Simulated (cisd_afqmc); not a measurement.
Input (AFQMC/CISD/def2-SVP; cisd_afqmc is a phaseless AFQMC code with CISD trial states that reads the integrals written by Ansatz):

Ansatz 0.2 input:
```python
import cisd_afqmc

open("ham.yaml", "w").write("""\
crystal:
  periodic: [false, false, false]
  atoms:
    - {symbol: Rb, position_ang: [-0.00000000, -0.00000000, -0.67636361]}
    - {symbol: F, position_ang: [0.00000000, 0.00000000, 2.78060594]}
basis:
  gaussian:
    orbitals: def2-SVP
total_charge: 1
magnetization: {spin_polarized: true, initial_magnetization: 1}
correlation: {method: ccsd, electrons: outside_noble_gas, hamiltonian_folder: ham}
""")
rep = cisd_afqmc.ansatz("ham.yaml")
e_ccsd = rep["correlation"]["coupled_cluster"]["energy"]["hartree"]
out = cisd_afqmc.run("ham", e_ccsd, trial="CISD", walkers=200, populations=8, threads=8, dt=0.005, steps=40, early=24, settle=10, least=32,
    cut=5e-5, rank_cut=2e-4, target=0.0004, seconds=1500, seed=1, memory=17280, gpu=False)
```

Output:

```
orbitals 33, occupied [4, 3], factors 141 of 355, rank of the doubles 63 of 206
E(HF) = -122.949929
E(CCSD) on the cut factors = -123.100300, shift to the whole factors 0.000004
Energy of the trial state on the determinant = -123.100167
  tau behind 7.2 of longer steps, mean of the populations' last blocks
   2.0  -123.10140
   4.0  -123.10159
   6.0  -123.10165
   8.0  -123.10164
blocks 313 (2 outliers left out), error by blocks joined: 1: 0.00006, 2: 0.00006, 4: 0.00006, 8: 0.00006, 16: 0.00005
E(AFQMC/CISD) = -123.10147 +/- 0.00006
```
